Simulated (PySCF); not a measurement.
Compound: C₃H₉NO₂Si₂.
Z-matrix (Å and degrees, GFN2-xTB geometry), rows numbered from 1:
```
N 
C   1  1.3500
O   2  1.2162  1  122.16
Si  2  1.9106  1  116.02  3   179.35
C   4  1.9070  2  116.64  1   -96.25
C   5  1.5373  4  106.42  2   142.93
Si  6  1.9066  5  107.87  4   -31.02
O   7  1.6430  6   98.74  5    20.50
H   1  1.0092  2  119.94  3     4.02
H   1  1.0044  2  119.94  3   173.58
H   4  1.4608  2  111.55  1   130.34
H   5  1.0927  4  109.67  2    24.99
H   5  1.0892  4  114.18  2   -94.39
H   6  1.0918  5  108.86  4    86.72
H   6  1.0898  5  110.77  4  -156.71
H   7  1.4560  6  113.99  5   133.35
H   7  1.4605  6  115.20  5   -91.41
```

NICS is the negative of the GIAO shielding at a point without a nucleus: at the ring centre (0) and 1 Å above and below it (1); zz is the component along the ring normal. Level: GIAO PBE0/pcSseg-1 (PySCF, non-relativistic, gas phase) on the GFN2-xTB geometry, one conformer.

Ring bond lengths (Å), with Mayer bond orders in brackets: Si4–C5 1.907 (0.91), C5–C6 1.537 (1.01), C6–Si7 1.907 (0.91), Si7–O8 1.643 (0.92), O8–Si4 1.646 (0.90).

Question: What do the NICS probes read (ppm)?

Answer: 
| ring | type | NICS(0) | NICS(1), two faces | NICS(1)zz, two faces | rms pucker (Å) | centre to ring atoms, mean (Å) |
| --- | --- | --- | --- | --- | --- | --- |
| Si4–C5–C6–Si7–O8 | 5-membered ring with O and 2 Si; formal bonds all single | -5.2 | -3.0 / -2.9 | -2.2 / -3.0 | 0.15 | 1.46 |

Question: What do they say, and how far can they be read as aromaticity?

Answer: 
- Si4–C5–C6–Si7–O8: mean NICS(1)zz -2.6 ppm, near zero. Si4, C5, C6, Si7 have four or more neighbours; no verdict on aromaticity is drawn.

Question: Give the inner angles of the rings and the Hirshfeld charges of the ring atoms.

Answer: 
- Si4–C5–C6–Si7–O8: Si4 98.1° (+0.422 e), C5 106.4° (-0.158 e), C6 107.9° (-0.161 e), Si7 98.7° (+0.409 e), O8 119.0° (-0.317 e); sum 530.2° against 540° for a flat convex ring.

Question: How shielded are the nuclei of the rings and their hydrogens (means over atoms taken as equivalent)?

Answer: 
| atoms | environment | σ isotropic (ppm) | principal values of the symmetric part, first atom (ppm) |
| --- | --- | --- | --- |
| Si4 | oxygen-bound silicon | 364.6 | 299.1, 377.0, 417.5 |
| C5 | sp3 carbon bound to silicon | 176.4 | 163.1, 178.4, 187.6 |
| C6 | sp3 carbon bound to silicon | 177.9 | 160.6, 178.7, 194.3 |
| Si7 | oxygen-bound silicon | 350.4 | 292.0, 348.1, 411.0 |
| O8 | siloxane oxygen | 290.8 | 220.1, 310.6, 341.6 |
| H11 | Si–H hydrogen | 26.91 | 23.3, 24.5, 32.9 |
| H12 | methylene hydrogen | 30.72 | 25.8, 28.7, 37.6 |
| H13 | methylene hydrogen | 30.33 | 24.8, 28.1, 38.1 |
| H14 | methylene hydrogen | 30.58 | 25.4, 28.1, 38.3 |
| H15 | methylene hydrogen | 30.46 | 25.4, 27.7, 38.3 |
| H16 | Si–H hydrogen | 26.53 | 23.0, 24.2, 32.4 |
| H17 | Si–H hydrogen | 26.58 | 22.6, 24.6, 32.6 |

On one thread, Arm Neoverse N1 (aarch64), shared host with 64 logical CPUs at a one-minute load of 58, this took 75 s (with the writing of density and orbital grids) and 0.86 GiB of memory at its peak. This is the whole shielding run at PBE0/pcSseg-1, SCF included.
